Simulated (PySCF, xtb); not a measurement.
C2H3BrF2, SMILES FC(F)CBr.

xtb with GFN2-xTB at its own geometry gives an orbital gap of 5.07 eV and a dipole moment of 2.23 D.

Geometry: PBE0-D3(BJ)/def2-SVP. Other conformers were not sampled.

Problem. What does PySCF with PBE/def2-TZVP give? (An estimate is asked for; the answer gives what the named calculation found.)

Solution. gap 5.66 eV (levels -7.04 and -1.37 eV), dipole 1.34 D.
